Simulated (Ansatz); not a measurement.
The cluster Au₂F₂, relaxed as a singlet with RKS PBE0-D4/def2-TZVP in Ansatz, starting from the GFN2-xTB geometry. Force threshold 0.02 eV/Å.

In the def2 sets Au takes a core potential; there is no spin–orbit coupling. The relaxation made no stability test and no search for a lower SCF solution. No other spin state of charge 0 was run. The structure comes from a short search, and lower isomers may exist.

Start:

```xyz
4

Au   -0.661   -0.651   -1.263
Au    0.686    0.839    1.132
F    -1.381    0.567    0.743
F     1.355   -0.755   -0.612
```

Question: Estimate the energy that the relaxation releases and the steps that it takes.

Answer: 1.39 eV, in 25 steps; 40 s on 4 threads of Arm Neoverse V2 on a shared host. No frequencies were taken in this run, so the end may be a saddle point.

Question: Does the start keep its bonding and symmetry?

Answer: Bonds lost: Au1–F4 (atoms count from 1). Bonds formed: Au2–F4 (atoms count from 1). The end is the same structure that another start reached, the lowest one found. Point group C2 at the start, C2v at the end, both within 0.05 Å.

Question: Predict the relaxed structure.

Answer: 
```xyz
4

Au   -0.907   -0.891   -1.423
Au    0.296    0.291    0.465
F    -1.369    0.974    1.121
F     1.979   -0.374   -0.163
```
Bond lengths (bridged metal pairs left out): 2 × Au–F 1.92 Å; 1 × Au–Au 2.53 Å.
